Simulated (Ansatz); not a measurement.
Calculation: B3LYP-D3(BJ)/def2-SVP (Ansatz, a quantum-chemistry and plane-wave program). No frequencies were computed at this level.

Ansatz 0.2 input:
```yaml
crystal:
  periodic: [false, false, false]
  atoms:
    - { symbol: B, position_ang: [-2.06124, 2.027232, 0.146083] }
    - { symbol: C, position_ang: [-1.385547, 0.641534, -0.003892] }
    - { symbol: C, position_ang: [-2.146385, -0.496243, -0.219478] }
    - { symbol: C, position_ang: [-1.585337, -1.770451, -0.363219] }
    - { symbol: C, position_ang: [-0.229317, -1.936736, -0.293163] }
    - { symbol: C, position_ang: [0.607732, -0.824756, -0.075755] }
    - { symbol: C, position_ang: [2.011647, -0.940145, 0.004747] }
    - { symbol: C, position_ang: [2.765414, 0.180461, 0.217796] }
    - { symbol: C, position_ang: [2.09788, 1.41156, 0.348658] }
    - { symbol: N, position_ang: [0.805507, 1.552563, 0.279312] }
    - { symbol: C, position_ang: [0.032804, 0.47006, 0.070129] }
    - { symbol: H, position_ang: [-3.227966, 2.091799, 0.078576] }
    - { symbol: H, position_ang: [-1.424165, 2.986834, 0.321657] }
    - { symbol: H, position_ang: [-3.221034, -0.39861, -0.280013] }
    - { symbol: H, position_ang: [-2.230486, -2.621285, -0.529584] }
    - { symbol: H, position_ang: [0.219458, -2.914767, -0.402142] }
    - { symbol: H, position_ang: [2.467902, -1.915262, -0.103803] }
    - { symbol: H, position_ang: [3.841551, 0.135197, 0.285604] }
    - { symbol: H, position_ang: [2.661583, 2.321017, 0.518489] }
basis:
  gaussian: { orbitals: def2-svp }
hamiltonian:
  xc: b3lyp
  dispersion: d3bj
relax:
  max_steps: 150
```

Output:

```
Functional definition: B3LYP
2278 factors; integrals over basis functions are off by at most 4.2e-4 eV
mean field evaluation 1: about -11611.0439 eV, gradient 5.9e1 eV
mean field evaluation 2: about -11610.7426 eV, gradient 6.2e1 eV
mean field evaluation 4: about -11620.6237 eV, gradient 5.9e0 eV
mean field evaluation 8: about -11620.7971 eV, gradient 3.1e-1 eV
mean field evaluation 16: about -11620.7974 eV, gradient 9.4e-5 eV
mean field -11620.79736006 eV, -427.0564261227 hartree, gradient 9.5e-6 eV, S^2 0.000000; 0 other end points of the search recorded, 0 dependent functions left out
reference -11620.79766410 eV, -427.0564372962 hartree; 37, 37 occupied and 157, 157 virtual orbitals, 2278 factors
relax step   1: F+E_penalty+E_count = -11621.86895101 eV  Δ(F+E_penalty+E_count) = +0.000e0 eV  max|allowed force component| = 9.611e-1 eV/Å  Δτ_max = 0.0000 Å  (31 SCF iters, accepted)
these checks for a lower state are left out or cut short: starts, cluster_reference, orbital_swaps, neighbouring_geometries, increment
2278 factors; integrals over basis functions are off by at most 4.8e-4 eV
mean field -11620.89166151 eV, -427.0598916372 hartree, gradient 1.2e-5 eV, S^2 0.000000; 0 other end points of the search recorded, 0 dependent functions left out
reference -11620.89196909 eV, -427.0599029407 hartree; 37, 37 occupied and 157, 157 virtual orbitals, 2278 factors
relax step   2: F+E_penalty+E_count = -11621.95793301 eV  Δ(F+E_penalty+E_count) = -8.898e-2 eV  max|allowed force component| = 2.895e-1 eV/Å  Δτ_max = 0.0563 Å  (34 SCF iters, accepted)
these checks for a lower state are left out or cut short: starts, cluster_reference, orbital_swaps, neighbouring_geometries, increment
2278 factors; integrals over basis functions are off by at most 5.0e-4 eV
mean field evaluation 32: about -11620.9015 eV, gradient 1.2e-5 eV
mean field -11620.90150532 eV, -427.0602533905 hartree, gradient 1.2e-5 eV, S^2 0.000000; 0 other end points of the search recorded, 0 dependent functions left out
reference -11620.90181445 eV, -427.0602647509 hartree; 37, 37 occupied and 157, 157 virtual orbitals, 2278 factors
relax step   3: F+E_penalty+E_count = -11621.96582849 eV  Δ(F+E_penalty+E_count) = -7.895e-3 eV  max|allowed force component| = 2.810e-2 eV/Å  Δτ_max = 0.0317 Å  (34 SCF iters, accepted)
these checks for a lower state are left out or cut short: starts, cluster_reference, orbital_swaps, neighbouring_geometries, increment
2278 factors; integrals over basis functions are off by at most 5.0e-4 eV
mean field -11620.90164293 eV, -427.0602584478 hartree, gradient 9.7e-6 eV, S^2 0.000000; 0 other end points of the search recorded, 0 dependent functions left out
reference -11620.90195215 eV, -427.0602698111 hartree; 37, 37 occupied and 157, 157 virtual orbitals, 2278 factors
relax step   4: F+E_penalty+E_count = -11621.96594695 eV  Δ(F+E_penalty+E_count) = -1.185e-4 eV  max|allowed force component| = 1.294e-2 eV/Å  Δτ_max = 0.0047 Å  (27 SCF iters, accepted)
these checks for a lower state are left out or cut short: starts, cluster_reference, orbital_swaps, neighbouring_geometries, increment
2278 factors; integrals over basis functions are off by at most 5.0e-4 eV
mean field -11620.90161887 eV, -427.0602575636 hartree, gradient 8.0e-5 eV, S^2 0.000000; 0 other end points of the search recorded, 0 dependent functions left out
reference -11620.90192809 eV, -427.0602689270 hartree; 37, 37 occupied and 157, 157 virtual orbitals, 2278 factors
relax step   5: F+E_penalty+E_count = -11621.96596898 eV  Δ(F+E_penalty+E_count) = -2.203e-5 eV  max|allowed force component| = 3.727e-3 eV/Å  Δτ_max = 0.0026 Å  (23 SCF iters, accepted)
2278 factors; integrals over basis functions are off by at most 5.0e-4 eV
mean field -11620.90161887 eV, -427.0602575636 hartree, gradient 8.0e-5 eV, S^2 0.000000; 1 other end points of the search recorded, 0 dependent functions left out
reference -11620.90192809 eV, -427.0602689270 hartree; 37, 37 occupied and 157, 157 virtual orbitals, 2278 factors
Total energy: -11621.96627819 eV, -427.0993830719 hartree
Atom 0 at    -2.090270     2.019991     0.143424 Å, force    -0.000596    -0.001483    -0.000151 eV/Å
Atom 1 at    -1.386159     0.652485    -0.002656 Å, force     0.001750     0.000602     0.000092 eV/Å
Atom 2 at    -2.162235    -0.487872    -0.219442 Å, force    -0.000623     0.003727     0.000417 eV/Å
Atom 3 at    -1.601975    -1.776622    -0.365229 Å, force    -0.000410    -0.000963    -0.000048 eV/Å
Atom 4 at    -0.234784    -1.939034    -0.293845 Å, force     0.001341    -0.000048     0.000273 eV/Å
Atom 5 at     0.617052    -0.823147    -0.075004 Å, force    -0.000415    -0.000217     0.000186 eV/Å
Atom 6 at     2.028451    -0.950214     0.004836 Å, force     0.000800     0.000495    -0.000136 eV/Å
Atom 7 at     2.794576     0.172399     0.218725 Å, force    -0.000606     0.000462     0.000104 eV/Å
Atom 8 at     2.133692     1.420773     0.351593 Å, force    -0.000951    -0.000305    -0.000112 eV/Å
Atom 9 at     0.830448     1.575006     0.283223 Å, force     0.000798    -0.000546    -0.000221 eV/Å
Atom 10 at     0.045837     0.485783     0.072758 Å, force    -0.001049    -0.001161    -0.000186 eV/Å
Atom 11 at    -3.296708     2.042480     0.064181 Å, force     0.000451     0.000180    -0.000002 eV/Å
Atom 12 at    -1.490039     3.042374     0.329263 Å, force    -0.000318     0.000142     0.000201 eV/Å
Atom 13 at    -3.247766    -0.374929    -0.278286 Å, force    -0.000126    -0.001180    -0.000388 eV/Å
Atom 14 at    -2.251343    -2.638680    -0.533595 Å, force    -0.000504    -0.000108    -0.000037 eV/Å
Atom 15 at     0.215245    -2.929773    -0.404521 Å, force    -0.000193     0.000383     0.000054 eV/Å
Atom 16 at     2.485327    -1.937641    -0.104737 Å, force    -0.000068    -0.000050    -0.000153 eV/Å
Atom 17 at     3.882998     0.118932     0.286616 Å, force     0.000490    -0.000285     0.000107 eV/Å
Atom 18 at     2.727653     2.327688     0.522698 Å, force     0.000229     0.000356    -0.000000 eV/Å
Dipole moment:     0.340141    -0.666810    -0.071729 e Å
```

Cost: about 90 core-seconds (a rough figure).
